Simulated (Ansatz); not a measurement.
`C[SiH2]P` and `P[SiH2][GaH2]` differ in one atom or group.

Ansatz, PBE0-D4/def2-TZVP geometries, multiplicity 1. Each molecule was computed in one conformer, which needn't be the lowest.

Scalar relativity is left out up to krypton.

```csv
property,`C[SiH2]P`
HOMO energy (PBE0/def2-TZVPP) / eV,-7.40
HOMO energy (PBE/def2-TZVPP) / eV,-6.30
LUMO energy (PBE/def2-TZVPP) / eV,-0.51
HOMO–LUMO gap (PBE/def2-TZVPP) / eV,5.79
zero-point energy (PBE0-D4/def2-TZVP) / kJ/mol,187.1
LUMO energy (PBE0/def2-TZVPP) / eV,0.34
```

(1) Give the same properties after the change, and the shifts. (Estimate.)

## Answers

(1) The calculation gave: 
```csv
property,`P[SiH2][GaH2]`,shift
HOMO energy (PBE0/def2-TZVPP) / eV,-7.49,-0.09
HOMO energy (PBE/def2-TZVPP) / eV,-6.44,-0.14
LUMO energy (PBE/def2-TZVPP) / eV,-3.02,-2.51
HOMO–LUMO gap (PBE/def2-TZVPP) / eV,3.42,-2.37
zero-point energy (PBE0-D4/def2-TZVP) / kJ/mol,125.2,-61.9
LUMO energy (PBE0/def2-TZVPP) / eV,-2.24,-2.58
```

With PBE0 the HOMO falls by 0.09 eV and the LUMO falls by 2.58 eV, so the gap narrows by about 2.49 eV. PBE moves the HOMO by -0.14 eV and ωB97M-V by 0.02 eV. The zero-point energy changes by -61.9 kJ/mol with -3 modes.
